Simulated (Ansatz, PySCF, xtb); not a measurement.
Energy difference R1 → P1 + P2, each structure at its B3LYP-D3(BJ)/def2-TZVP stationary point, reached from a drawn start (curvature not checked).
R1: Cl3HSi (SMILES Cl[SiH](Cl)Cl), charge 0, multiplicity 1.
P1, Cl2Si (SMILES Cl[Si]Cl) (charge 0, multiplicity 1):
```xyz
3

Si     0.00000    -0.88166     0.00000
Cl     1.62319     0.44083     0.00000
Cl    -1.62319     0.44083     0.00000
```
P2, HCl (SMILES Cl) (charge 0, multiplicity 1):
| atom | x (Å) | y (Å) | z (Å) |
|---|---|---|---|
| Cl | 0.0000 | 0.0000 | 0.6410 |
| H | 0.0000 | 0.0000 | -0.6410 |

```csv
level,reaction energy (kcal/mol),minus CCSD(T)/cc-pV(Q+d)Z
GFN1-xTB,93.10,35.33
HF/cc-pV(D+d)Z,54.49,-3.28
HF/cc-pV(T+d)Z,57.53,-0.24
HF/cc-pV(Q+d)Z,58.04,0.27
SVWN5/def2-TZVPP,59.15,1.38
PBE/def2-TZVPP,52.15,-5.62
PBE-D3(BJ)/def2-TZVPP,53.89,-3.88
PBE-D4/def2-TZVPP,54.07,-3.70
revPBE/def2-TZVPP,48.91,-8.86
revPBE-D3(BJ)/def2-TZVPP,52.96,-4.81
revPBE-D4/def2-TZVPP,53.62,-4.15
r2SCAN/def2-TZVPP,60.22,2.45
r2SCAN-D4/def2-TZVPP,60.67,2.90
B97M-V/def2-TZVPP,57.84,0.07
B3LYP/def2-TZVPP,51.26,-6.51
B3LYP-D4/def2-TZVPP,54.42,-3.35
PBE0/def2-TZVPP,57.07,-0.70
PBE0-D3(BJ)/def2-TZVPP,58.71,0.95
PBE0-D4/def2-TZVPP,58.74,0.97
BHLYP/def2-TZVPP,57.00,-0.77
BHLYP-D3(BJ)/def2-TZVPP,59.73,1.96
BHLYP-D4/def2-TZVPP,59.66,1.89
M06-2X/def2-TZVPP,56.63,-1.13
CAM-B3LYP/def2-TZVPP,55.61,-2.16
CAM-B3LYP-D3(BJ)/def2-TZVPP,57.28,-0.49
CAM-B3LYP-D4/def2-TZVPP,57.35,-0.42
wB97X-V/def2-TZVPP,60.51,2.74
wB97M-V/def2-TZVPP,55.88,-1.88
B2PLYP/def2-TZVPP,55.28,-2.49
B2PLYP-D3(BJ)/def2-TZVPP,56.95,-0.81
MP2/cc-pV(D+d)Z,56.32,-1.45
MP2/cc-pV(Q+d)Z,62.22,4.45
SCS-MP2/cc-pV(D+d)Z,54.27,-3.50
SCS-MP2/cc-pV(Q+d)Z,60.05,2.28
CCSD/cc-pV(D+d)Z,50.91,-6.86
CCSD/cc-pV(T+d)Z,55.53,-2.24
CCSD/cc-pV(Q+d)Z,57.95,0.18
CCSD(T)/cc-pV(D+d)Z,50.58,-7.18
CCSD(T)/cc-pV(T+d)Z,55.34,-2.42
CCSD(T)/cc-pV(Q+d)Z,57.77,0.00
```

 The comparison column counts from a level with limits of its own.

P less R. No zero-point or thermal terms.

Cores are frozen in the correlated methods.

Run with Ansatz (an electronic-structure program); PySCF for M06-2X and the D3/D4 terms; xtb for the GFN methods. Each number belongs to the level named beside it.
